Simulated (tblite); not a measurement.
Compound: C7H8N (doublet state).
SMILES with atom numbers: `[CH:1]#[C:2][C@@H:3]1[CH:4]=[C:5][CH2:6][N:7]1[CH3:8]` (hydrogens: H9 on C1; H10 on C3; H11 on C4; H12, H13 on C6; H14, H15, H16 on C8)
Bond orders are those of one Lewis drawing.

Computed with GFN2-xTB (tblite), gas phase: L-BFGS steps from a force-field or distance-geometry start until the largest atomic force falls under 0.01 eV/Å.

Step 30: E = -592.6990 eV
```
atom  x, y, z in Å  |  force x, y, z in eV/Å
C1      2.7521   -1.2651    0.2438   -0.040  -0.008   0.019
C2      1.7841   -0.5722    0.1005   -0.001  -0.017   0.009
C3      0.6520    0.2838   -0.1681    0.028   0.028   0.021
C4      0.8022    1.7382    0.3194    0.105   0.012  -0.003
C5     -0.3583    2.1077    0.7800    0.021   0.091   0.064
C6     -1.3786    1.0383    0.8176    0.108   0.044   0.096
N7     -0.5619   -0.1478    0.5176   -0.005   0.084  -0.135
C8     -1.2458   -1.2829   -0.0463   -0.009  -0.023   0.030
H9      3.5814   -1.8938    0.3830   -0.012   0.040   0.030
H10     0.5271    0.3358   -1.2739   -0.019  -0.010   0.064
H11     1.7288    2.2719    0.2379   -0.058   0.007  -0.109
H12    -1.8141    0.9420    1.8179   -0.082  -0.040  -0.079
H13    -2.1863    1.2169    0.0814    0.085  -0.074   0.111
H14    -2.2907   -1.0385   -0.2328   -0.115  -0.035  -0.108
H15    -0.7820   -1.6087   -0.9784   -0.019  -0.010  -0.084
H16    -1.2176   -2.1166    0.6564    0.013  -0.088   0.073
```

Step 31: E = -592.7042 eV
```
atom  x, y, z in Å  |  force x, y, z in eV/Å
C1      2.7424   -1.2782    0.2578   -0.055   0.011   0.023
C2      1.7876   -0.5698    0.1008   -0.008  -0.032   0.071
C3      0.6564    0.2886   -0.1683    0.038   0.040  -0.004
C4      0.7960    1.7469    0.3063    0.081   0.027   0.002
C5     -0.3656    2.1127    0.7689    0.045   0.087   0.085
C6     -1.3757    1.0350    0.8335    0.138   0.046   0.044
N7     -0.5603   -0.1441    0.5099    0.031   0.022  -0.046
C8     -1.2396   -1.2780   -0.0571   -0.042  -0.064  -0.006
H9      3.5631   -1.9158    0.4105   -0.017   0.052   0.012
H10     0.5352    0.3355   -1.2725   -0.026  -0.004  -0.005
H11     1.7130    2.2933    0.2063   -0.045  -0.002  -0.103
H12    -1.7865    0.9408    1.8444   -0.074  -0.058  -0.075
H13    -2.2001    1.2016    0.1164    0.037  -0.044   0.092
H14    -2.2843   -1.0393   -0.2481   -0.144  -0.006  -0.093
H15    -0.7765   -1.6015   -0.9893    0.019   0.001  -0.118
H16    -1.2127   -2.1188    0.6365    0.022  -0.077   0.119
```

Step 32: E = -592.7087 eV
```
atom  x, y, z in Å  |  force x, y, z in eV/Å
C1      2.7331   -1.2899    0.2707   -0.056   0.023   0.027
C2      1.7901   -0.5683    0.1026   -0.024  -0.025   0.114
C3      0.6610    0.2937   -0.1683    0.030   0.032  -0.028
C4      0.7915    1.7553    0.2950    0.031   0.027   0.006
C5     -0.3705    2.1192    0.7605    0.062   0.048   0.097
C6     -1.3709    1.0336    0.8482    0.112   0.024  -0.011
N7     -0.5591   -0.1400    0.5011    0.043  -0.048   0.038
C8     -1.2352   -1.2751   -0.0670   -0.059  -0.072  -0.043
H9      3.5467   -1.9337    0.4342   -0.014   0.053   0.000
H10     0.5423    0.3344   -1.2711   -0.021   0.011  -0.064
H11     1.6993    2.3119    0.1770   -0.015   0.003  -0.096
H12    -1.7641    0.9382    1.8665   -0.039  -0.064  -0.067
H13    -2.2118    1.1873    0.1495    0.012  -0.004   0.072
H14    -2.2812   -1.0406   -0.2636   -0.112   0.002  -0.060
H15    -0.7713   -1.5952   -1.0009    0.029   0.012  -0.097
H16    -1.2076   -2.1218    0.6217    0.021  -0.024   0.111
```

Step 33: E = -592.7122 eV
```
atom  x, y, z in Å  |  force x, y, z in eV/Å
C1      2.7257   -1.2977    0.2804   -0.035   0.018   0.034
C2      1.7915   -0.5670    0.1050   -0.051   0.004   0.123
C3      0.6648    0.2978   -0.1686   -0.001   0.010  -0.040
C4      0.7888    1.7615    0.2876   -0.010   0.022   0.003
C5     -0.3724    2.1244    0.7577    0.077  -0.003   0.092
C6     -1.3648    1.0327    0.8587    0.064  -0.011  -0.043
N7     -0.5574   -0.1381    0.4954    0.037  -0.096   0.076
C8     -1.2336   -1.2741   -0.0744   -0.051  -0.049  -0.060
H9      3.5350   -1.9447    0.4515   -0.008   0.046  -0.005
H10     0.5458    0.3340   -1.2706   -0.005   0.020  -0.094
H11     1.6890    2.3249    0.1535    0.023   0.014  -0.088
H12    -1.7499    0.9349    1.8793   -0.006  -0.067  -0.027
H13    -2.2166    1.1761    0.1737   -0.017   0.040   0.030
H14    -2.2814   -1.0415   -0.2760   -0.045  -0.002  -0.020
H15    -0.7681   -1.5903   -1.0108    0.017   0.017  -0.044
H16    -1.2040   -2.1239    0.6136    0.010   0.037   0.063
```

**Question.** Estimate the geometry and energy of step 34. (The exact step hangs on the optimiser's Hessian estimate; all steps are aligned on step 33, rigid shifts and turns removed.)

**Answer.** E = -592.7147 eV, largest force 0.124 eV/Å
```
atom  x, y, z in Å  |  force x, y, z in eV/Å
C1      2.7167   -1.3069    0.2926   -0.067   0.058   0.027
C2      1.7916   -0.5651    0.1127   -0.005  -0.014   0.109
C3      0.6686    0.3024   -0.1705   -0.029  -0.011  -0.045
C4      0.7851    1.7689    0.2778   -0.012   0.010  -0.014
C5     -0.3746    2.1304    0.7533    0.037  -0.080   0.087
C6     -1.3588    1.0313    0.8693   -0.038  -0.038  -0.026
N7     -0.5547   -0.1373    0.4902   -0.012  -0.075   0.067
C8     -1.2313   -1.2731   -0.0846   -0.029  -0.019  -0.050
H9      3.5212   -1.9585    0.4697   -0.013   0.048  -0.004
H10     0.5519    0.3327   -1.2734    0.011   0.021  -0.074
H11     1.6779    2.3392    0.1276    0.044   0.016  -0.079
H12    -1.7304    0.9305    1.8972    0.047  -0.059  -0.073
H13    -2.2290    1.1656    0.2025    0.053   0.057   0.044
H14    -2.2812   -1.0431   -0.2902    0.026  -0.004   0.016
H15    -0.7625   -1.5838   -1.0230   -0.002   0.015   0.011
H16    -1.1981   -2.1240    0.6049   -0.008   0.074   0.002
```

The energy changes by -0.0025 eV. The first-order estimate −F·Δx gives -0.0039 eV and the mean of the old and new forces, exact on a quadratic surface, -0.0025 eV. The step makes an angle of 80° with the force vector and moves no atom by more than 0.033 Å.

The cost below is that of the whole relaxation. The run took 0.68 s of wall time on an Arm Neoverse V2 with one thread, no GPU (shared host).
